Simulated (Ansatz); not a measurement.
Ansatz (an electronic-structure program) input:

Ansatz 0.2 input:
```yaml
crystal:
  periodic: [false, false, false]
  atoms:
    - {symbol: C, position_ang: [-2.56347192, -0.75486361, -0.35210820]}
    - {symbol: C, position_ang: [-1.64960563, 0.34729727, -0.74950952]}
    - {symbol: C, position_ang: [-0.38021253, 0.60388339, -0.01576454]}
    - {symbol: C, position_ang: [0.72185528, -0.41519583, -0.34772363]}
    - {symbol: C, position_ang: [2.01706677, -0.19491245, 0.38462161]}
    - {symbol: O, position_ang: [2.21817350, 0.67914153, 1.18692741]}
    - {symbol: H, position_ang: [-2.65184070, -0.82622487, 0.73686256]}
    - {symbol: H, position_ang: [-2.20839018, -1.73923408, -0.69669777]}
    - {symbol: H, position_ang: [-3.56394599, -0.62384801, -0.76791236]}
    - {symbol: H, position_ang: [-1.81098845, 0.84246772, -1.69953777]}
    - {symbol: H, position_ang: [-0.55232566, 0.57115415, 1.06509460]}
    - {symbol: H, position_ang: [-0.00091591, 1.60363482, -0.23536377]}
    - {symbol: H, position_ang: [0.39774847, -1.43957449, -0.12614673]}
    - {symbol: H, position_ang: [0.95040437, -0.41837665, -1.42074396]}
    - {symbol: H, position_ang: [2.82107419, -0.92038363, 0.13193175]}
basis:
  gaussian:
    orbitals: def2-TZVPD
hamiltonian:
  xc: {name: PBE}
magnetization: {spin_polarized: true, initial_magnetization: 1}
output: {forces: true}
```

Problem. Predict the final energy.

Solution. -270.85684 Eh (PBE/def2-TZVPD). The basis has 306 functions.

It need not be the lowest isomer of its formula.
